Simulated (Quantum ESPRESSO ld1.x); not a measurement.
The numbers below are computed, except where a source is named.
The phosphorus ion P7+, 8 electrons, occupied as [He] 2s2 2p4. Code: ld1.x of Quantum ESPRESSO 7.5. Model: non-relativistic Kohn-Sham, LDA (Slater exchange, Perdew-Wang correlation), spin-polarised, spherical densities, point nucleus; open shells are filled with parallel spins first.

Normalised radial functions P(r) = r R(r), r in bohr:

```
   r/bohr * 1s down (the largest magnitude, 2.79, reaches the edge; | marks zero)
 0.003742 |       *
 0.004186 |        *
  0.00472 |         *
 0.005279 |          *
 0.005904 |           *
 0.006604 |            *
 0.007387 |              *
 0.008262 |               *
 0.009316 |                 *
  0.01042 |                   *
  0.01165 |                     *
  0.01304 |                       *
  0.01458 |                         *
  0.01631 |                           *
  0.01839 |                              *
  0.02057 |                                 *
    0.023 |                                   *
  0.02573 |                                      *
  0.02878 |                                         *
  0.03219 |                                           *
   0.0363 |                                              *
   0.0406 |                                                *
  0.04541 |                                                  *
  0.05079 |                                                    *
  0.05681 |                                                     *
  0.06405 |                                                      *
  0.07164 |                                                      *
  0.08013 |                                                     *
  0.08963 |                                                    *
   0.1003 |                                                  *
   0.1121 |                                               *
   0.1264 |                                           *
   0.1414 |                                      *
   0.1582 |                                  *
   0.1769 |                             *
   0.1979 |                        *
   0.2213 |                   *
   0.2496 |              *
   0.2791 |          *
   0.3122 |       *
   0.3492 |    *
   0.3906 |  *
   0.4404 | *
   0.4926 |*
    0.551 |*
   0.6163 *
   0.6893 *
    0.771 *
   0.8693 *
   0.9723 *
    1.088 *
    1.216 *
    1.361 *
    1.522 *
    1.716 *
    1.919 *
    2.147 *
    2.401 *
    2.686 *
    3.004 *
    3.387 *
    3.788 *
    4.237 *
```

1s down: eigenvalue -2264.6 eV, 0 radial nodes, <r> = 0.104 bohr, 90 % of the charge inside 0.186 bohr.
